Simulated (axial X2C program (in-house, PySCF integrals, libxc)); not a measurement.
## Which molecule has these constants?

Calculated with an in-house all-electron X2C program for linear molecules (integrals from PySCF), spin-free (one-electron X2C) or two-component (2c: spin–orbit coupling with atomic mean-field Coulomb and Gaunt terms, which also bring small scalar terms), in Dyall basis sets with cores contracted in-house; open shells are unrestricted.

A two-component PBE0 calculation in a Dyall 3-zeta basis gave Re = 2.246 Å, ωe = 329.9 cm⁻¹, Ω = 1/2.

Which molecule is it?
A. SiSe⁻
B. GeSe⁻
C. CSe⁻

B. The others have SiSe⁻ 2.171 Å and 474.0 cm⁻¹ (Ω = 1/2); CSe⁻ 1.771 Å and 820.5 cm⁻¹ (Ω = 1/2).

Each entry is the lowest single determinant of a limited PBE0 search at one distance. De goes to single-determinant-based atoms at the same level (for ions the charge split of lowest energy) and is withheld (n/a) where an atom does not fit its ground term or J level. Main or longest-lived isotopes. Some light 2c atoms are not at their ground J level, so De misses part of their lowering (0.04 eV or less). The functionals have no current term, which raises determinants with orbital currents.
